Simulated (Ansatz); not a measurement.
Computed with Ansatz on PBE0-D4/def2-TZVP structures; ΔE is electronic, products minus reactants. CCSD(T)/CBS adds triple-zeta CCSD(T) − MP2 to the extrapolated MP2 energy (def2 sets, frozen cores). This one scheme is used for every species, atoms too. For atomizations the MP2-based limit and the directly extrapolated one differ by several kJ/mol either way, and by 10 to 25 for some Ge, Se and Sn compounds, so smaller differences from it don't rank the levels. Functionals use def2-TZVPP. No spin–orbit coupling; open shells (•) take unrestricted orbitals. Spin–orbit coupling would lower the free atoms: a little for Al, C, O; strongly for I. def2 core potentials past Kr. Bonds to I are less sure, by a few kJ/mol each and by 10 to 20 or more in all where they break to atoms, as the def2 sets lack core-valence functions.

`[I][Al]1[NH]C[O]1` → Al• + C• + 3 H• + I• + N• + O•  (atomization)

```
         level  ΔE (kJ/mol)
     revPBE-D4       2910.9
      PBE-QIDH       2908.0
 MP2/CBS(def2)       3041.4
CCSD/CBS(def2)       2875.9
```

What does CCSD(T)/CBS give? (Best estimate.)

Ansatz gave: +2938.6 kJ/mol. The listed levels differ from it by -27.7, -30.6, 102.8, -62.7 kJ/mol.

Largest T1 diagnostic among the species: 0.018.

The D4 term adds +30.1 kJ/mol with B3LYP and +15.8 kJ/mol with PBE0; it sums over pairs of atoms, weighted by their polarisabilities, and B3LYP, whose exchange is more repulsive, gets the larger term. In def2-TZVPP, CCSD(T) changes the Hartree–Fock value by +857.5 kJ/mol (the triples alone add +62.8 kJ/mol) and MP2 by +960.3 kJ/mol; breaking electron pairs costs correlation energy, which Hartree–Fock lacks. From BLYP to BHLYP (50 % exact exchange), in def2-TZVPP and without D4, ΔE moves by −110.8 kJ/mol: exact exchange takes away binding that semilocal exchange gives to molecules.

B3LYP here is the variant with VWN-RPA as its local correlation; programs differ in this.
